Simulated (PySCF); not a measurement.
Compound: C6H6F2Si.
Structure used (GFN2-xTB), in Å, numbered top down from 1:
```xyz
15
C6H6F2Si angstrom
C      3.406   -0.657   -0.261
C      2.323   -0.161   -0.425
Si     0.654    0.577   -0.644
F      0.576    1.170   -2.149
C     -0.102    1.721    0.707
C     -1.200    0.698    0.862
C     -0.923   -0.269   -0.019
C     -1.672   -1.521   -0.307
F     -0.810   -2.585   -0.469
H      4.357   -1.087   -0.129
H      0.469    1.874    1.622
H     -0.466    2.694    0.382
H     -2.029    0.775    1.547
H     -2.354   -1.786    0.509
H     -2.232   -1.437   -1.248
```

Definitions: NICS(0) = −σiso at the ring centroid; NICS(1) = −σiso and NICS(1)zz = −σzz at ±1 Å along the ring normal z. Level: GIAO PBE0/pcSseg-1 (PySCF, non-relativistic, gas phase) on the GFN2-xTB geometry, one conformer.

Ring bond lengths (Å), with Mayer bond orders in brackets: Si3–C5 1.924 (0.87), C5–C6 1.508 (1.01), C6–C7 1.338 (1.78), C7–Si3 1.895 (0.84).

Problem. Give the NICS values of each ring in ppm.

Solution. 
```tsv
ring	type	NICS(0)	NICS(1), two faces	NICS(1)zz, two faces	rms pucker (Å)	centre to ring atoms, mean (Å)
Si3–C5–C6–C7	4-membered ring with Si; formal bonds 1 double, 3 single	-0.5	-2.2 / -3.2	3.0 / 1.8	0.00	1.17
```

Problem. What can be read from them?

Solution. 
- Si3–C5–C6–C7: mean NICS(1)zz 2.4 ppm, near zero. Si3, C5 have four or more neighbours; no verdict on aromaticity is drawn.

Problem. What is the mean of the two in-plane components of NICS at the first NICS(1) probe listed for ring Si3–C5–C6–C7, 1 Å off the ring?

Solution. The isotropic value is a third of the trace: (3 × -2.2 − (3.0))/2 = -4.8 ppm.

Problem. What are the shieldings of the ring atoms and their hydrogens in the same run (means over atoms taken as equivalent)?

Solution. 
```tsv
atoms	environment	σ isotropic (ppm)
Si3	fluorine-bound silicon	371.9
C5	sp3 carbon bound to silicon	153.8
C6	alkene CH carbon	32.1
C7	fully substituted alkene carbon	23.7
H11	methylene hydrogen	29.57
H12	methylene hydrogen	29.47
H13	vinylic hydrogen	24.42
```

The run took 53 s on Intel Xeon at 2.70 GHz, one thread, on a shared host, and the process peaked at 0.84 GiB of memory. This is the whole shielding run at PBE0/pcSseg-1, SCF included.
